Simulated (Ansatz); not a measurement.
Born–Oppenheimer molecular dynamics of CH₆AlFGeO (11 atoms, charge 0, multiplicity 1). It starts at the highest image of a converged band. Of that band: The profile has 3 maxima (images 1, 3, 5) with wells between them (images 2, 4): this band takes more than one step, which may be the mechanism or a detour left from its start path. A vibrational analysis at the climbing image gives one clearly imaginary mode, 1260i cm⁻¹: a first-order saddle point.

Method: RKS PBE-D4/def2-SVP in Ansatz.

```
ensemble                      : NVE (velocity Verlet)
time step                     : 0.5 fs
steps asked                   : 200
starting velocities drawn for : 300 K
seed                          : 3575
```

Frames 0.5 fs apart, positions in Å, forces in eV/Å.

Velocities at 20.0 fs (Å/ps):

```
C 6.19 3.52 1.52
O -0.68 -4.24 -5.30
Ge -0.30 0.61 3.92
F 0.96 -0.29 -2.31
Al -0.66 -2.30 -2.45
H -0.40 17.16 -4.17
H -0.54 -5.39 20.05
H -3.00 17.58 4.00
H -32.97 -7.84 -142.73
H -3.11 16.06 20.37
H -1.58 10.53 -4.81
```

```xyz
11
Properties=species:S:1:pos:R:3:forces:R:3 time_fs=20.0 energy_less_start_eV=-1.027 T=1184
C -0.355 0.620 1.639 0.07 -1.93 -1.59
O -0.855 1.336 0.514 0.91 -0.59 -1.78
Ge -0.497 0.883 -1.421 -1.88 0.66 3.08
F -0.517 -1.234 -1.098 0.27 -0.07 -0.10
Al 1.237 -1.002 -1.538 -0.48 -0.07 0.84
H -0.721 1.117 2.511 -0.08 0.99 1.30
H 0.782 0.394 1.722 -1.12 0.52 -0.27
H -0.895 -0.399 1.698 0.73 0.64 -0.11
H -2.156 1.053 -1.604 1.28 -0.02 -0.36
H 1.497 -1.366 -2.986 0.24 -0.26 -1.11
H 2.218 -1.209 -0.315 0.06 0.13 0.13
11
Properties=species:S:1:pos:R:3:forces:R:3 time_fs=20.5 energy_less_start_eV=-1.033 T=1189
C -0.352 0.622 1.639 -0.08 -1.77 -1.44
O -0.856 1.334 0.511 0.91 -0.57 -1.83
Ge -0.497 0.883 -1.419 -2.00 0.66 2.96
F -0.517 -1.234 -1.099 0.26 -0.08 -0.10
Al 1.237 -1.003 -1.539 -0.52 0.00 1.01
H -0.722 1.126 2.510 -0.02 0.91 1.16
H 0.780 0.392 1.731 -1.05 0.53 -0.32
H -0.895 -0.389 1.700 0.69 0.53 -0.09
H -2.171 1.049 -1.676 1.46 -0.02 -0.19
H 1.496 -1.358 -2.977 0.28 -0.31 -1.32
H 2.217 -1.203 -0.317 0.07 0.12 0.15
11
Properties=species:S:1:pos:R:3:forces:R:3 time_fs=21.0 energy_less_start_eV=-1.041 T=1195
C -0.349 0.623 1.639 -0.30 -1.48 -1.20
O -0.856 1.331 0.508 0.90 -0.55 -1.86
Ge -0.497 0.883 -1.417 -2.09 0.65 2.82
F -0.516 -1.234 -1.100 0.25 -0.10 -0.09
Al 1.236 -1.004 -1.540 -0.54 0.06 1.14
H -0.722 1.138 2.513 0.07 0.77 0.92
H 0.776 0.392 1.740 -0.91 0.53 -0.37
H -0.894 -0.379 1.702 0.62 0.38 -0.07
H -2.182 1.045 -1.748 1.61 -0.02 -0.01
H 1.495 -1.351 -2.971 0.30 -0.35 -1.47
H 2.217 -1.198 -0.319 0.08 0.11 0.17
11
Properties=species:S:1:pos:R:3:forces:R:3 time_fs=21.5 energy_less_start_eV=-1.048 T=1201
C -0.346 0.624 1.640 -0.58 -1.08 -0.89
O -0.856 1.329 0.505 0.89 -0.52 -1.88
Ge -0.498 0.884 -1.415 -2.14 0.64 2.67
F -0.516 -1.234 -1.101 0.24 -0.11 -0.08
Al 1.236 -1.006 -1.541 -0.55 0.11 1.21
H -0.722 1.152 2.517 0.19 0.57 0.60
H 0.770 0.392 1.748 -0.70 0.51 -0.40
H -0.892 -0.367 1.703 0.51 0.18 -0.03
H -2.190 1.041 -1.821 1.72 -0.02 0.17
H 1.495 -1.345 -2.969 0.32 -0.37 -1.55
H 2.216 -1.192 -0.320 0.09 0.10 0.19
11
Properties=species:S:1:pos:R:3:forces:R:3 time_fs=22.0 energy_less_start_eV=-1.050 T=1203
C -0.343 0.625 1.639 -0.88 -0.60 -0.57
O -0.856 1.327 0.501 0.88 -0.50 -1.89
Ge -0.498 0.884 -1.412 -2.14 0.62 2.50
F -0.515 -1.234 -1.103 0.22 -0.13 -0.07
Al 1.235 -1.007 -1.542 -0.55 0.14 1.21
H -0.722 1.167 2.523 0.32 0.34 0.26
H 0.762 0.394 1.755 -0.44 0.48 -0.43
H -0.888 -0.355 1.704 0.37 -0.05 0.00
H -2.193 1.036 -1.893 1.80 -0.02 0.35
H 1.496 -1.340 -2.970 0.32 -0.38 -1.56
H 2.216 -1.185 -0.321 0.10 0.09 0.19
11
Properties=species:S:1:pos:R:3:forces:R:3 time_fs=22.5 energy_less_start_eV=-1.045 T=1199
C -0.341 0.625 1.639 -1.19 -0.07 -0.27
O -0.855 1.324 0.497 0.86 -0.47 -1.88
Ge -0.499 0.885 -1.410 -2.11 0.60 2.33
F -0.515 -1.234 -1.104 0.20 -0.15 -0.06
Al 1.235 -1.008 -1.542 -0.52 0.15 1.14
H -0.721 1.183 2.530 0.44 0.11 -0.08
H 0.753 0.397 1.761 -0.13 0.44 -0.45
H -0.883 -0.343 1.706 0.21 -0.31 0.04
H -2.193 1.032 -1.964 1.84 -0.01 0.52
H 1.498 -1.335 -2.976 0.31 -0.37 -1.50
H 2.216 -1.179 -0.322 0.10 0.08 0.20
11
Properties=species:S:1:pos:R:3:forces:R:3 time_fs=23.0 energy_less_start_eV=-1.033 T=1188
C -0.338 0.626 1.639 -1.50 0.47 -0.03
O -0.855 1.322 0.493 0.83 -0.45 -1.85
Ge -0.499 0.885 -1.407 -2.05 0.58 2.16
F -0.514 -1.235 -1.105 0.18 -0.17 -0.05
Al 1.234 -1.009 -1.543 -0.48 0.16 1.01
H -0.719 1.199 2.536 0.53 -0.10 -0.38
H 0.744 0.400 1.766 0.21 0.38 -0.46
H -0.878 -0.331 1.707 0.04 -0.57 0.08
H -2.187 1.028 -2.033 1.85 -0.01 0.68
H 1.500 -1.332 -2.985 0.29 -0.34 -1.36
H 2.217 -1.172 -0.322 0.09 0.06 0.19
11
Properties=species:S:1:pos:R:3:forces:R:3 time_fs=23.5 energy_less_start_eV=-1.013 T=1171
C -0.336 0.626 1.639 -1.78 0.97 0.16
O -0.854 1.319 0.489 0.80 -0.44 -1.81
Ge -0.500 0.885 -1.405 -1.97 0.55 1.99
F -0.513 -1.235 -1.106 0.16 -0.19 -0.05
Al 1.234 -1.010 -1.544 -0.43 0.15 0.83
H -0.715 1.215 2.541 0.60 -0.30 -0.64
H 0.735 0.405 1.770 0.56 0.32 -0.46
H -0.873 -0.321 1.709 -0.12 -0.82 0.13
H -2.178 1.024 -2.101 1.84 0.00 0.83
H 1.503 -1.329 -2.997 0.25 -0.30 -1.17
H 2.217 -1.166 -0.322 0.09 0.05 0.19
11
Properties=species:S:1:pos:R:3:forces:R:3 time_fs=24.0 energy_less_start_eV=-0.991 T=1152
C -0.334 0.627 1.638 -2.02 1.40 0.27
O -0.854 1.316 0.484 0.76 -0.42 -1.75
Ge -0.500 0.886 -1.402 -1.85 0.52 1.81
F -0.513 -1.235 -1.107 0.14 -0.21 -0.04
Al 1.233 -1.011 -1.544 -0.36 0.14 0.61
H -0.710 1.231 2.545 0.64 -0.45 -0.83
H 0.727 0.411 1.773 0.88 0.26 -0.46
H -0.868 -0.313 1.711 -0.27 -1.02 0.17
H -2.164 1.020 -2.168 1.80 0.01 0.97
H 1.507 -1.327 -3.012 0.21 -0.26 -0.94
H 2.218 -1.159 -0.321 0.08 0.04 0.17
11
Properties=species:S:1:pos:R:3:forces:R:3 time_fs=24.5 energy_less_start_eV=-0.970 T=1135
C -0.333 0.628 1.638 -2.20 1.71 0.33
O -0.853 1.314 0.479 0.72 -0.41 -1.68
Ge -0.501 0.886 -1.400 -1.72 0.49 1.64
F -0.512 -1.235 -1.109 0.11 -0.24 -0.03
Al 1.232 -1.012 -1.545 -0.28 0.13 0.38
H -0.704 1.245 2.547 0.64 -0.57 -0.96
H 0.722 0.417 1.775 1.14 0.21 -0.46
H -0.864 -0.308 1.713 -0.37 -1.15 0.20
H -2.145 1.016 -2.231 1.75 0.02 1.10
H 1.511 -1.326 -3.029 0.16 -0.21 -0.68
H 2.219 -1.152 -0.319 0.06 0.03 0.15
11
Properties=species:S:1:pos:R:3:forces:R:3 time_fs=25.0 energy_less_start_eV=-0.956 T=1123
C -0.332 0.630 1.638 -2.30 1.89 0.34
O -0.852 1.311 0.474 0.67 -0.39 -1.59
Ge -0.502 0.887 -1.397 -1.58 0.45 1.47
F -0.511 -1.236 -1.110 0.08 -0.26 -0.02
Al 1.232 -1.013 -1.545 -0.20 0.11 0.14
H -0.696 1.258 2.547 0.62 -0.65 -1.04
H 0.719 0.424 1.775 1.30 0.17 -0.47
H -0.860 -0.305 1.716 -0.42 -1.20 0.22
H -2.123 1.012 -2.292 1.68 0.03 1.22
H 1.516 -1.325 -3.047 0.11 -0.16 -0.41
H 2.220 -1.145 -0.318 0.04 0.01 0.13
11
Properties=species:S:1:pos:R:3:forces:R:3 time_fs=25.5 energy_less_start_eV=-0.952 T=1120
C -0.331 0.632 1.638 -2.30 1.90 0.30
O -0.851 1.308 0.468 0.61 -0.38 -1.49
Ge -0.503 0.887 -1.394 -1.42 0.41 1.31
F -0.510 -1.236 -1.111 0.05 -0.29 -0.01
Al 1.231 -1.014 -1.546 -0.11 0.11 -0.10
H -0.687 1.269 2.544 0.56 -0.69 -1.05
H 0.720 0.431 1.775 1.33 0.14 -0.48
H -0.858 -0.305 1.720 -0.41 -1.14 0.24
H -2.096 1.007 -2.351 1.60 0.04 1.33
H 1.520 -1.325 -3.067 0.05 -0.11 -0.14
H 2.221 -1.138 -0.316 0.03 0.00 0.10
```

Of the whole run (100 fs, mean temperature of the second half 1021 K): The conserved energy stayed within 0.23 meV per atom of its start (net change 0.014 meV per atom), so the integration is sound. The system heated up, since it started high on the potential surface and ran downhill. A run of 0.1 ps of so small a system gives no equilibrium averages. The orbitals stay closed-shell, which can raise the energy where a bond breaks towards radicals; this wasn't checked here.

The run took 8.3 min on 2 threads of Arm Neoverse V2, with other jobs on the host, peak memory 0.17 GiB.
